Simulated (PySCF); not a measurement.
## Cadmium: a sound run and one with changed settings

Sound run: Cd [Kr] 4d10 5s2, Cd⁺ [Kr] 4d10 5s1. Calculation: PySCF 2.14, in cc-pVDZ-PP with ECP28MDF; a scalar-relativistic core potential. In the sound run the correlated levels freeze 4s2 4p6 outside the core potential. The sound run starts from symmetry-adapted Hartree-Fock orbitals and uses a fine grid where one is needed.

Changed run: initial guess 1e, at most 50 SCF cycles.

| species | method | sound run (hartree) | changed run (hartree) | converged |
| --- | --- | --- | --- | --- |
| Cd | UHF | -166.83775 | -166.83775 | yes |
| Cd | PBE | -167.74068 | -167.74068 | yes |
| Cd | CCSD(T) | -167.16637 | -167.16638 | yes |
| Cd⁺ | M06-2X | -167.33736 | -167.33736 | yes |
| Cd⁺ | MP2 | -166.85602 | -166.85602 | yes |

Here the plain start reaches the same solutions.
